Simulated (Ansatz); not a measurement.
Consider the cleavage of the Si–In bond: `[CH3][In]([SH])[SiH2]O` + `CN[SiH2]Cl` → `CN([SiH2]O)[SiH2]Cl` + `[CH3][InH][SH]`.

Gas-phase electronic energies from Ansatz, PBE0-D4/def2-TZVP geometries. CBS: MP2 limit from def2 TZ/QZ plus the TZ coupled-cluster correction, frozen cores. DFT in def2-TZVPP. Elements past krypton have def2 core potentials. For In outer-core shells are correlated without core-valence functions, which leaves a few kJ/mol of doubt a bond. One conformer a species, not always the lowest.

| level | ΔE (kcal/mol) |
| --- | --- |
| PBE0-D4 | -8.3 |
| HF/CBS(def2) | -12.3 |

Problem. What does CCSD(T)/CBS give? (An estimate is asked.)

Solution. Ansatz gave: -10.6 kcal/mol. The listed levels differ from it by 2.3, -1.7 kcal/mol.

Largest T1 diagnostic among the species: 0.013.

The D4 term adds −2.5 kcal/mol with B3LYP and −1.3 kcal/mol with PBE0; it sums over pairs of atoms, weighted by their polarisabilities, and B3LYP, whose exchange is more repulsive, gets the larger term. From PBE to PBE0 (25 % exact exchange), in def2-TZVPP and without D4, ΔE moves by −1.9 kcal/mol.

B3LYP here is the variant with VWN-RPA as its local correlation; programs differ in this.
